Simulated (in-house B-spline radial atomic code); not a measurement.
Whole-atom quantities along the 13-electron series, configuration [Ne] 3s2 3p1. Breit and QED terms are first order and not part of the total energy; the density at the nucleus is averaged over the nuclear charge. Computed with a B-spline radial code for spherical atoms: Dirac-Hartree-Fock, average of the configuration, finite nuclei.

```csv
ion,Z,E/Z² (Eh),Σ<r²> (bohr²),n(0)/Z³ (bohr⁻³),Lamb diamagnetic shielding (ppm),repulsion over attraction,Breit energy (eV),self-energy (eV),vacuum polarisation (eV),Dirac less non-relativistic energy (Eh)
Pd33+,46,-1.9745,0.51767,1.326,3500.44,0.054895,78.382,67.963,-8.1794,-102.61
Ag34+,47,-1.9818,0.49139,1.3618,3589.75,0.053732,84.007,73.272,-8.9576,-112.46
Cd35+,48,-1.9889,0.46699,1.3971,3679.7,0.052614,89.903,78.88,-9.7938,-123.02
In36+,49,-1.996,0.44429,1.4364,3770.32,0.051538,96.077,84.797,-10.692,-134.34
Sn37+,50,-2.0029,0.42314,1.476,3861.63,0.050502,102.54,91.035,-11.656,-146.44
Sb38+,51,-2.0098,0.4034,1.5177,3953.67,0.049503,109.29,97.608,-12.688,-159.38
Te39+,52,-2.0166,0.38494,1.5594,4046.44,0.04854,116.35,104.53,-13.794,-173.19
I40+,53,-2.0233,0.36765,1.6059,4139.98,0.047609,123.71,111.8,-14.978,-187.91
Xe41+,54,-2.0299,0.35145,1.6529,4234.32,0.046711,131.4,119.46,-16.243,-203.59
Cs42+,55,-2.0365,0.33623,1.703,4329.49,0.045842,139.41,127.5,-17.596,-220.28
Ba43+,56,-2.0431,0.32193,1.7543,4425.51,0.045001,147.75,135.94,-19.04,-238.01
La44+,57,?,?,?,?,?,?,?,?,?
Ce45+,58,-2.0561,0.29577,1.8662,4620.24,0.0434,165.47,154.09,-22.227,-276.84
Pr46+,59,-2.0625,0.2838,1.9265,4719.02,0.042636,174.87,163.83,-23.98,-298.03
Nd47+,60,?,?,?,?,?,?,?,?,?
Pm48+,61,-2.0754,0.26179,2.0518,4919.55,0.041177,194.78,184.74,-27.838,-344.23
Sm49+,62,?,?,?,?,?,?,?,?,?
Eu50+,63,-2.0883,0.24207,2.1805,5124.26,0.039802,216.24,207.65,-32.205,-395.9
Gd51+,64,-2.0947,0.23297,2.2521,5228.31,0.039143,227.58,219.92,-34.602,-423.96
```

Task: Fill in the row of La44+.

Result: E/Z² (Eh): -2.0496; Σ<r²> (bohr²): 0.30846; n(0)/Z³ (bohr⁻³): 1.8092; Lamb diamagnetic shielding (ppm): 4522.42; repulsion over attraction: 0.044188; Breit energy (eV): 156.44; self-energy (eV): 144.8; vacuum polarisation (eV): -20.582; Dirac less non-relativistic energy (Eh): -256.85.

Task: Fill in the row of Nd47+.

Result: E/Z² (Eh): -2.069; Σ<r²> (bohr²): 0.27249; n(0)/Z³ (bohr⁻³): 1.9891; Lamb diamagnetic shielding (ppm): 4818.78; repulsion over attraction: 0.041896; Breit energy (eV): 184.64; self-energy (eV): 174.04; vacuum polarisation (eV): -25.849; Dirac less non-relativistic energy (Eh): -320.48.

Task: Fill in the row of Sm49+.

Result: E/Z² (Eh): -2.0818; Σ<r²> (bohr²): 0.25167; n(0)/Z³ (bohr⁻³): 2.1103; Lamb diamagnetic shielding (ppm): 5021.34; repulsion over attraction: 0.040479; Breit energy (eV): 205.31; self-energy (eV): 195.93; vacuum polarisation (eV): -29.951; Dirac less non-relativistic energy (Eh): -369.34.

Task: With what power of Z does the column «Dirac less non-relativistic energy (Eh)» change over this range?

Result: A fit of the logarithm of its size against log Z from Z = 46 to 64 has slope 4.30. An unscreened hydrogenic electron would give 4 at low Z; screening makes the apparent power larger near the neutral end, and relativity raises it again at high Z.
